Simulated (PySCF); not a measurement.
# Working out the ionisation energy of Sn

Sn [Kr] 4d10 5s2 5p2 (3P) → Sn⁺ [Kr] 4d10 5s2 5p1 (2P). All numbers are calculated (PySCF 2.14, a scalar-relativistic core potential, in def2-SVP with the def2 core potential (28 electrons) (4s4p2d, 26 functions)). Frozen: 4s2 4p6 4d10. Energies in hartree (1 hartree = 27.21139 eV):

```tsv
part	Sn (lower)	Sn⁺ (upper)
UHF	-213.336133	-213.084290
CCSD correlation	-0.048135	-0.039841
(T)	-0.000589	-0.000369
```

Q: What does Hartree-Fock give?

A: (-213.084290) − (-213.336133) = 0.251843 hartree = 6.853 eV.

Q: What do CCSD and CCSD(T) give?

A: The CCSD correlation energies differ by 0.008294 hartree = 0.226 eV and the triples by 0.000220 hartree = 0.006 eV, so CCSD gives 7.079 eV and CCSD(T) 7.085 eV.

Measured between the centres of the two terms (NIST): 7.389 eV, so CCSD(T) (valence) is off by -0.304 eV.

A double-zeta basis recovers only part of the correlation energy.

What remains against the reference includes basis incompleteness, the frozen core and higher excitations.
